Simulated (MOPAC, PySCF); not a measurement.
H$_{10}$Si$_{4}$, SMILES `[SiH3][SiH]([SiH3])[SiH3]`, neutral singlet in the gas phase. 

Cartesian coordinates (Å):
```xyz
14

Si    -0.5835     1.8927    -0.9936
Si     0.2330    -0.2623    -0.5684
Si    -1.4939    -1.6169     0.2526
Si     1.9715    -0.1566     0.9994
H      0.4925     2.7712    -1.5141
H     -1.6871     1.8527    -1.9839
H     -1.1014     2.4765     0.2679
H      0.7522    -0.8467    -1.8349
H     -1.0017    -2.9883     0.5309
H     -2.0125    -1.0356     1.5150
H     -2.6086    -1.6993    -0.7227
H      1.4555     0.4257     2.2624
H      3.0783     0.6971     0.5029
H      2.5057    -1.5102     1.2867
```
Charge 0, spin multiplicity 1.

All levels are single points at this geometry (B3LYP-D3(BJ)/def2-TZVP); Pople sets use spherical d functions. Orbital energies aren't observables, and empty levels follow the basis.

```tsv
level	HOMO (eV)	LUMO (eV)	gap (eV)	dipole (D)	vertical IE, Delta-SCF (eV)
B3LYP-D3(BJ)/def2-TZVP in PySCF	-7.81	-0.41	7.40	0.17	–
B3LYP/3-21G in PySCF	-7.93	0.02	7.94	0.07	–
B3LYP/6-311+G** in PySCF	-7.85	-0.41	7.43	0.16	–
B3LYP/6-31G* in PySCF	-7.72	-0.08	7.64	0.14	9.66
B3LYP/LANL2DZ in PySCF	-8.01	0.15	8.15	0.07	–
BP86/6-31G* in PySCF	-6.98	-0.80	6.17	0.09	–
M06-2X/6-31G* in PySCF	-8.88	0.77	9.65	0.11	–
PBE/6-31G* in PySCF	-6.88	-0.75	6.13	0.09	–
SVWN5/6-31G* in PySCF	-6.91	-0.90	6.01	0.08	–
HF/6-31G* in PySCF	-10.44	3.16	13.60	0.16	9.28
AM1 in MOPAC	-10.54	-1.16	9.38	0.06	–
PM3 in MOPAC	-9.49	-1.91	7.58	0.07	–
PM7 in MOPAC	-10.42	-0.11	10.31	0.02	–
```
